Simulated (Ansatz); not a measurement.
Isolated molecules relaxed with PBE0-D4/def2-TZVP in Ansatz; ΔE leaves out vibrations. CCSD(T)/CBS adds triple-zeta CCSD(T) − MP2 to the extrapolated MP2 energy (def2 sets, frozen cores). DFT in def2-TZVPP. B3LYP here is the variant with VWN-RPA as its local correlation; programs differ in this. For Sc outer-core shells are correlated without core-valence functions, which leaves a few kJ/mol of doubt a bond. Scalar relativity is left out up to krypton. One conformer a species, not always the lowest.

`NB([SiH3])CF` + `[OH][Sc]([Cl])[Cl]` → `[SiH3][O][Sc]([Cl])[Cl]` + `NBCF`  (cleavage of the Si–B bond)

`NB([SiH3])CF`:

Z-matrix (Å, degrees):
```
Si
B 1 2.024
H 1 1.491 2 111.6
H 1 1.491 2 111.6 3 -119.6
H 1 1.492 2 111.1 3 120.2
C 2 1.577 1 121.5 3 59.9
N 2 1.384 1 120.8 3 -120.1
F 6 1.399 2 112.3 1 180.0
H 6 1.097 2 111.4 1 59.4
H 6 1.097 2 111.4 1 -59.5
H 7 1.005 2 124.4 1 0.0
H 7 1.009 2 121.1 1 180.0
```

`[OH][Sc]([Cl])[Cl]`:

Cartesian coordinates in Å:
```
O -0.041 0.996 0.917
Sc 0.013 -0.346 -0.319
Cl 1.834 -0.527 -1.705
Cl -1.741 -1.821 -0.455
H -0.065 1.698 1.562
```

`[SiH3][O][Sc]([Cl])[Cl]`:

Cartesian coordinates in Å:
```
Si -1.435 0.678 -0.216
O 0.033 -0.025 0.009
Sc 1.691 -0.804 0.256
Cl 3.366 -0.303 -1.226
Cl 1.980 -2.222 2.032
H -1.322 2.141 0.016
H -1.894 0.432 -1.607
H -2.419 0.103 0.736
```

`NBCF`:

Z-matrix (Å, degrees):
```
C
B 1 1.572
F 1 1.398 2 112.4
H 1 1.097 2 111.3 3 120.7
H 1 1.097 2 111.3 3 -120.7
N 2 1.382 1 119.5 3 0.0
H 2 1.199 1 120.1 3 180.0
H 6 1.004 2 124.1 1 180.0
H 6 1.008 2 121.3 1 -0.0
```

```json
{"level": "PBE-D4", "ΔE (kcal/mol)": "-24.1", "difference from CCSD(T)/CBS": "6.1"}
{"level": "B3LYP-D4", "ΔE (kcal/mol)": "-29.7", "difference from CCSD(T)/CBS": "0.5"}
{"level": "ωB97X-V", "ΔE (kcal/mol)": "-28.7", "difference from CCSD(T)/CBS": "1.5"}
{"level": "ωB97M-V", "ΔE (kcal/mol)": "-29.4", "difference from CCSD(T)/CBS": "0.8"}
{"level": "r2SCAN", "ΔE (kcal/mol)": "-28.5", "difference from CCSD(T)/CBS": "1.7"}
{"level": "PBE0", "ΔE (kcal/mol)": "-26.4", "difference from CCSD(T)/CBS": "3.8"}
{"level": "HF/def2-TZVPP", "ΔE (kcal/mol)": "-36.7", "difference from CCSD(T)/CBS": "-6.5"}
{"level": "CCSD/def2-TZVPP", "ΔE (kcal/mol)": "-30.6", "difference from CCSD(T)/CBS": "-0.4"}
{"level": "CCSD(T)/def2-TZVPP", "ΔE (kcal/mol)": "-29.7", "difference from CCSD(T)/CBS": "0.5"}
{"level": "HF/CBS(def2)", "ΔE (kcal/mol)": "-37.5", "difference from CCSD(T)/CBS": "-7.3"}
{"level": "CCSD(T)/CBS", "ΔE (kcal/mol)": "-30.2", "difference from CCSD(T)/CBS": "0"}
```

Largest T1 diagnostic among the species: 0.015.

In def2-TZVPP, CCSD(T) changes the Hartree–Fock value by +7.0 kcal/mol (the triples alone add +0.9 kcal/mol) and MP2 by +5.5 kcal/mol. From PBE to PBE0 (25 % exact exchange), in def2-TZVPP and without D4, ΔE moves by −1.9 kcal/mol.
